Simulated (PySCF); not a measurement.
Gas-phase thermal properties of CaCl

Computed with PySCF (xtb for GFN2) and rigid-rotor harmonic-oscillator thermochemistry at 1 bar. The comparison is the NASA 1993 polynomial table, which mixes measured and estimated data. 6-31G* has spherical d functions here. Open shells (unrestricted): CaCl (multiplicity 2). GFN2 has no spin-polarisation term. B3LYP is the form with VWN-RPA correlation. The harmonic model lacks anharmonicity and excited electronic states, which grow with temperature; levels with a mode under 35 cm⁻¹ are left out. The table's entry may be an old estimate for CaCl (not checked at source).

```
level           point group  σ  ZPE (kJ/mol)  S°298 (J/mol/K)  Cp298 (J/mol/K)  S°1000 (J/mol/K)  H1000 − H298 (kJ/mol)
--------------  -----------  -  ------------  ---------------  ---------------  ----------------  ---------------------
table                     -  -             -            241.6             35.7             286.2                   26.0
B3LYP/6-31G*            C∞v  1           2.0            242.9             35.8             287.4                   25.9
GFN2-xTB                C∞v  1           1.6            243.1             36.3             287.9                   26.0
HF/6-31G*               C∞v  1           2.0            243.0             35.8             287.5                   25.9
PBE/def2-SVP            C∞v  1           2.3            241.0             35.4             285.3                   25.8
PBE0/def2-TZVP          C∞v  1           2.2            241.4             35.5             285.7                   25.8
```
σ: rotational symmetry number. Electronic degeneracy used: 2. Frequencies are unscaled.
